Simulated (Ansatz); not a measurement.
Mean bond length (Å) of eight silicon and germanium compounds: PBE-D3(BJ) beside PBE0-D3(BJ), computed with Ansatz (an electronic-structure program) for isolated molecules in the bases named; differences from unrounded values. The eight are the first of their class met in an unordered collection, after screening for sound electronic states; none was chosen by its value. Each level has its own optimised geometry.

```json
[
 {"molecule": "fluoro(silylmethyl)silane (CH7FSi2), SMILES F[SiH2]C[SiH3]", "basis": "def2-SVP", "PBE0-D3(BJ)": "1.505", "PBE-D3(BJ)": "1.516", "difference": "0.011"},
 {"molecule": "CH₁₁NSi₄, SMILES N[SiH2][SiH]1[SiH2]C[SiH2]1", "basis": "def2-SVP", "PBE0-D3(BJ)": "1.608", "PBE-D3(BJ)": "1.619", "difference": "0.011"},
 {"molecule": "C2H7ClSi3, SMILES [SiH2]1[Si@@H](Cl)C(=C)[SiH2]1", "basis": "def2-SVP", "PBE0-D3(BJ)": "1.663", "PBE-D3(BJ)": "[?]", "difference": "[?]"},
 {"molecule": "C2H7Cl2NSi, SMILES N[C@@H](C)[SiH](Cl)Cl", "basis": "def2-SVP", "PBE0-D3(BJ)": "1.411", "PBE-D3(BJ)": "[?]", "difference": "[?]"},
 {"molecule": "Ge(H)2(PH2)2 (GeH6P2), SMILES [PH2][GeH2][PH2]", "basis": "def2-SVP", "PBE0-D3(BJ)": "1.682", "PBE-D3(BJ)": "1.697", "difference": "0.015"},
 {"molecule": "Si(F)2(OMe)(SH) (CH4F2OSSi), SMILES [Si](F)(S)(F)OC", "basis": "def2-SVP", "PBE0-D3(BJ)": "1.445", "PBE-D3(BJ)": "1.459", "difference": "0.014"},
 {"molecule": "C₂H₈BClSi, SMILES CB(C)[SiH2]Cl", "basis": "def2-SVP", "PBE0-D3(BJ)": "1.405", "PBE-D3(BJ)": "[?]", "difference": "[?]"},
 {"molecule": "C₂H₄Cl₂Si₂, SMILES [SiH3]C#C[SiH](Cl)Cl", "basis": "def2-SVP", "PBE0-D3(BJ)": "1.660", "PBE-D3(BJ)": "1.671", "difference": "0.011"}
]
```

Problem. What belongs in the gaps? (The exact figures need the calculation; the answer reports its results.)

Solution. 
- C2H7ClSi3, SMILES [SiH2]1[Si@@H](Cl)C(=C)[SiH2]1, PBE-D3(BJ): 1.671
- C2H7ClSi3, SMILES [SiH2]1[Si@@H](Cl)C(=C)[SiH2]1, difference: 0.009
- C2H7Cl2NSi, SMILES N[C@@H](C)[SiH](Cl)Cl, PBE-D3(BJ): 1.422
- C2H7Cl2NSi, SMILES N[C@@H](C)[SiH](Cl)Cl, difference: 0.011
- C₂H₈BClSi, SMILES CB(C)[SiH2]Cl, PBE-D3(BJ): 1.414
- C₂H₈BClSi, SMILES CB(C)[SiH2]Cl, difference: 0.009

PBE-D3(BJ) lies below PBE0-D3(BJ) in 0 and above it in 8 of the eight; the mean signed difference is 0.011 and the largest 0.015 Å.
